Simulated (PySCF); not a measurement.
Geometry:
```
atom   x (Å)   y (Å)   z (Å)
  C1   4.647  -0.786   1.237
  C2   3.481  -0.508   1.108
  C3   2.168  -0.207   0.950
  C4   1.000   0.082   0.811
  C5  -0.372   0.350   0.621
 Si6  -1.680  -1.026   0.794
  C7  -1.004  -0.114  -0.720
 Si8  -1.919   1.175  -1.734
 Cl9  -3.015   0.214  -3.137
 H10   5.660  -1.026   1.354
 H11  -0.657   1.349   0.940
 H12  -2.961  -0.621   1.341
 H13  -1.204  -2.373   1.042
 H14  -0.308  -0.706  -1.312
 H15  -1.001   2.082  -2.423
 H16  -2.843   1.926  -0.883
```

- PBE0/pcSseg-1 with gauge-including orbitals
- coordinates at the GFN2-xTB level
- code: PySCF 2.14.0 with density-fitted response routines
- one conformer, no solvent, no relativistic terms

Task: Predict the 2D correlation tables (HSQC, COSY, HMBC).

Result: 

HSQC (one-bond C–H):
```tsv
δH	δC
1.41 (H11)	1.4 (C5)
1.21 (H10)	71.5 (C1)
0.70 (H14)	8.9 (C7)
```

COSY cross peaks (H two or three bonds apart, from the bond graph; peaks can be absent where the dihedral angle is near 90°):
```tsv
δH	δH
5.58 (H15)	4.62 (H16)
5.58 (H15)	0.70 (H14)
4.62 (H16)	0.70 (H14)
3.17 (H13)	3.02 (H12)
3.17 (H13)	1.41 (H11)
3.17 (H13)	0.70 (H14)
3.02 (H12)	1.41 (H11)
3.02 (H12)	0.70 (H14)
1.41 (H11)	0.70 (H14)
```

HMBC (two and three bonds, from the bond graph):
```tsv
δH	δC
5.58 (H15)	8.9 (C7), 1.4 (C5)
4.62 (H16)	8.9 (C7), 1.4 (C5)
3.17 (H13)	83.9 (C4), 8.9 (C7), 1.4 (C5)
3.02 (H12)	83.9 (C4), 8.9 (C7), 1.4 (C5)
1.41 (H11)	83.9 (C4), 70.7 (C3), 8.9 (C7)
1.21 (H10)	74.6 (C2), 70.7 (C3)
0.70 (H14)	83.9 (C4), 1.4 (C5)
```

Chemical shifts δ = σref − σ; ¹H (31.72 ppm), ¹³C (186.93 ppm) against TMS, all at this level.

Shifts are as computed. Against solution values, carbons near 30 ppm lie about +3 ppm off and those near 130 ppm about +5 ppm. Of 1309 compounds with measured shifts, 239 miss one by over three times the rms of a fit or turn the order of signals round; such compounds aren't used in these exercises.
